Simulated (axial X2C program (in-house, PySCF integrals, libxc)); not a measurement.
# Ionising SnSi

All values come from calculations with an in-house relativistic program for diatomic molecules, spin-free (one-electron X2C) or two-component (2c: spin–orbit coupling with atomic mean-field Coulomb and Gaunt terms, which also bring small scalar terms), in Dyall basis sets with cores contracted in-house; open shells are unrestricted.

Basis sets: Si dyall-v3z, Sn dyall-cv3z. Frozen shells (counts by l): SnSi Sn 4s3p2d, Si 2s1p, 8 electrons correlated; SnSi⁺ Sn 4s3p2d, Si 2s1p, 7 electrons correlated. Where the outer core of a metal is frozen, bonds come out longer and ionisation energies lower.

```json
{"Hamiltonian": "spin-free", "level": "HF", "SnSi state": "M_S = 1, Λ = 0", "Re (Å)": "2.480", "ωe (cm⁻¹)": "392.1", "De (eV)": "1.19"}
{"Hamiltonian": "spin-free", "level": "PBE0", "SnSi state": "M_S = 1, Λ = 0", "Re (Å)": "2.513", "ωe (cm⁻¹)": "354.8", "De (eV)": "2.75"}
{"Hamiltonian": "spin-free", "level": "MP2", "SnSi state": "M_S = 1, Λ = 0", "Re (Å)": "2.527", "ωe (cm⁻¹)": "350.3", "De (eV)": "2.42"}
```

Adiabatic ionisation energy (minimum to minimum, no zero-point term) and constants of SnSi⁺:

```
Hamiltonian  level       SnSi⁺ state  IE (eV)  Re (Å)  ωe (cm⁻¹)  De (eV)  fragments
  spin-free     HF  M_S = 3/2, Λ = 0     6.47   2.531      337.4     1.56   Sn+ + Si
  spin-free   PBE0  M_S = 3/2, Λ = 0     7.27   2.540      316.6     2.79   Sn+ + Si
  spin-free    MP2  M_S = 3/2, Λ = 0     7.10   2.537      332.3     2.46   Sn+ + Si
```

Q: Add the zero-point terms to the ionisation energy at MP2, spin-free, and say whether the electron removed was bonding.

A: IE0 = IE + (ωe⁺ − ωe)/2 = 7.10 + (-0.001) = 7.10 eV. Re changes by 0.010 Å, so the electron was nearly non-bonding.

Q: Close the cycle De(SnSi⁺) + IE(SnSi) = De(SnSi) + IE(Sn) to find the atomic ionisation energy at MP2, spin-free.

A: IE(Sn) = 2.46 + 7.10 − 2.42 = 7.14 eV, for the determinants used.

Each entry is the lowest single determinant of a limited PBE0 search at one distance. De goes to single-determinant-based atoms at the same level (for ions the charge split of lowest energy) and is withheld (n/a) where an atom does not fit its ground term or J level. Main or longest-lived isotopes. One determinant is a doubtful description, or other states lie close, for SnSi, SnSi⁺; these need not be ground states, and all values refer to the states named.
